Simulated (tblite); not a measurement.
`O=CC#C[C@@H]1[CH]C1` [radical] (doublet state). Structure optimised with GFN2-xTB, isolated species. This method treats the open shell by occupation alone, without spin polarisation.

```
atom  x, y, z in Å
O1     3.5492   -0.7745    0.2800
C2     2.7757   -0.0950    0.9076
C3     1.4051    0.1000    0.5962
C4     0.2420    0.2788    0.3127
C5    -1.1274    0.4283   -0.0203
C6    -1.8645   -0.7849   -0.4273
C7    -1.5940    0.1880   -1.4675
H8     3.0886    0.4555    1.8193
H9    -1.6484    1.2054    0.5290
H10   -1.5707   -1.8103   -0.3481
H11   -2.3813    0.8507   -1.7998
H12   -0.8732   -0.0427   -2.2458
```

Question: Give the dihedral angles H10–C6–C7–H11, H9–C5–C6–C7, C5–C6–C7–H12.

Answer: H10–C6–C7–H11 138° (anticlinal); H9–C5–C6–C7 104° (anticlinal); C5–C6–C7–H12 110° (anticlinal). Dihedral signs follow IUPAC: positive where, seen along the central bond, the front bond turns clockwise onto the rear one.

Question: What is the longest distance between nuclei?

Answer: H8···H11, 6.57 Å; the next longest distance is 6.49 Å.

Question: Work out the bond lengths O1=C2, C2–C3, C2–H8, C4–C5, C5–C6, C6–C7, C7–H11, C7–H12 in Å.

Answer: For O1=C2 the difference vector is (-0.7735, 0.6795, 0.6276) Å, of length 1.2058 Å. O1=C2 1.206; C2–C3 1.419; C2–H8 1.110; C4–C5 1.417; C5–C6 1.477; C6–C7 1.450; C7–H11 1.081; C7–H12 1.086 Å.

Question: How far apart are these pairs, which share no bond: O1···H10, C4···C6, C4···H8, C5···H12, H8···H10?

Answer: O1···H10 5.261 Å (6 bonds apart); C4···C6 2.473 Å (2 bonds apart); C4···H8 3.226 Å (3 bonds apart); C5···H12 2.289 Å (2 bonds apart); H8···H10 5.616 Å (6 bonds apart).

Question: What are the angles O1–C2–C3, C4–C5–H9, C4–C5–C6, C6–C7–H11, C6–C7–H12?

Answer: From the scalar product of the two bond vectors; for O1–C2–C3 it is -0.9972 Å² over 1.2058 × 1.4190 Å², cos θ = -0.5828. O1–C2–C3 125.7°; C4–C5–H9 114.9°; C4–C5–C6 117.4°; C6–C7–H11 119.7°; C6–C7–H12 119.7°.

Question: What is the repulsion energy of the bare nuclei, Σ ZA·ZB/RAB?

Answer: 235.06 Eh over 66 pairs, with full nuclear charges and distances in bohr; the largest single term is 21.07 Eh (O1 with C2).

Question: How far are the heavy atoms from their best plane (unweighted least squares)?

Answer: 0.386 Å rms; O1 0.02, C2 0.02, C3 0.02, C4 0.07, C5 0.09, C6 0.78, C7 0.64 Å (magnitudes).

Question: Where is the centre of mass (commonest isotopes), and what is the radius of gyration?

Answer: Mass 93.034 u; centre at (0.552, -0.111, 0.013) Å; Rg = √(Σ m r²/M) = 2.273 Å. As Ia + Ib + Ic = 2 Σ m r², the three principal moments sum to 961.5 u·Å².

Question: Write the matrix of distances between heavy atoms (Å, lower triangle).

Answer: 
```
O1    0.000
C2    1.206  0.000
C3    2.337  1.419  0.000
C4    3.471  2.629  1.210  0.000
C5    4.838  4.046  2.627  1.417  0.000
C6    5.460  4.877  3.538  2.473  1.477  0.000
C7    5.517  4.982  3.642  2.559  1.539  1.450  0.000
```

Its GFN2-xTB frequencies are all real (lowest 70 cm⁻¹). 2 starts were optimised and ended at 0.00 and 1.91 kcal/mol (GFN2-xTB); the lowest of these is shown.

These are computed values.
